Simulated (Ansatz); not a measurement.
Abstraction of Br: GeH2Br2 + CBrCl2 → GeH2Br + CBr2Cl2

Species: GeH2Br2 `[Br][GeH2][Br]`, singlet; CBrCl2 `Cl[C](Cl)Br`, doublet; GeH2Br `[GeH2][Br]`, doublet; CBr2Cl2 (dibromodichloromethane) `ClC(Cl)(Br)Br`, singlet. A radical takes Br: the energy is the difference in strength between the Ge–Br bond broken and the C–Br bond made.

Shapes, held fixed at every level: PBE0-D4/def2-TZVP. Programs: Ansatz 0.2.0. The zero-point and thermal change to 298 K, harmonic and unscaled (PBE0-D4/def2-TZVP), is -2.9 kJ/mol.

```tsv
level	kind	ΔH(298 K) (kJ/mol)	less CCSD(T)/def2-TZVPP
PBE-D4/def2-TZVPP	GGA	+117.6	-6.8
r2SCAN-D4/def2-TZVPP	meta-GGA	+135.3	+10.9
B3LYP-D4/def2-TZVPP	global hybrid	+126.9	+2.5
PBE0-D4/def2-TZVPP	global hybrid	+130.5	+6.1
r2SCAN0-D4/def2-TZVPP	global hybrid	+142.8	+18.4
B2PLYP/def2-TZVPP	double hybrid	+129.0	+4.6
CCSD/def2-TZVPP	coupled cluster or CI	+132.0	+7.6
CCSD(T)/def2-TZVPP	coupled cluster or CI	+124.4	0.0
```

The highest level, CCSD(T)/def2-TZVPP, gives ΔH(298 K) = +124.4 kJ/mol; the levels span +117.6 to +142.8. The column of differences is taken from that level and isn't an error. No measured value is set beside it here. Open shells run unrestricted. Relativity is left out for Br, Ge. Outer-core shells of Br, Ge are correlated, in sets that cover them unevenly.
